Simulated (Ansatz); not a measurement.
`CBC1=CB1` + `N[SiH3]` → `CBN[SiH3]` + `B1C=C1` at 700 K and 1 bar (ligand exchange at a B–C bond).

Isolated molecules relaxed with PBE0-D4/def2-TZVP in Ansatz; ΔE leaves out vibrations. CBS: MP2 limit from def2 TZ/QZ plus the TZ coupled-cluster correction, frozen cores. This one scheme is used for every species. One conformer a species, not always the lowest.

```
    species  CCSD(T)/CBS energy (Eh)  H − E (kJ/mol)  S (J/(mol·K))
 `CBC1=CB1`               -167.30439           289.6          440.2
  `N[SiH3]`               -346.80422           180.7          336.3
`CBN[SiH3]`               -411.50704           320.4          452.3
   `B1C=C1`               -102.63332           149.8          298.3
```

H − E and S are ideal-gas, rigid-rotor, harmonic terms from PBE0-D4/def2-TZVP, for one conformer and one mirror image of each species. 1 Eh = 2625.50 kJ/mol, R = 8.31446 J/(mol·K).

**Question.** By hand: ΔE, ΔH, ΔS and ΔG.

**Answer.** ΔE = (-411.50704) + (-102.63332) − (-167.30439) − (-346.80422) = -0.03175 Eh = -83.4 kJ/mol. Δ(H − E) = 320.4 + 149.8 − 289.6 − 180.7 = -0.1, so ΔH = -83.5 kJ/mol. ΔS = 452.3 + 298.3 − 440.2 − 336.3 = -25.9 J/(mol·K). ΔG = -83.5 − 700 × (-25.9)/1000 = -65.4 kJ/mol.

**Question.** By hand: the equilibrium constant, and the temperature at which ΔG would vanish if ΔH and ΔS stayed fixed.

**Answer.** log₁₀ K = −ΔG/(RT ln 10) = 4.9. ΔG = 0 at ΔH/ΔS = 3224 K, far beyond where these terms or the molecules hold.

ΔH outweighs TΔS. A doubt of 5 kJ/mol in ΔE shifts log₁₀ K by 0.4 here. Other conformers and mirror images would add mixing entropy, several J/(mol·K) or more a flexible species. These are equilibria of isolated gas molecules and say nothing of rates. Largest T1 diagnostic: 0.012 (customary marks: 0.02 for closed shells, 0.045 for open ones).
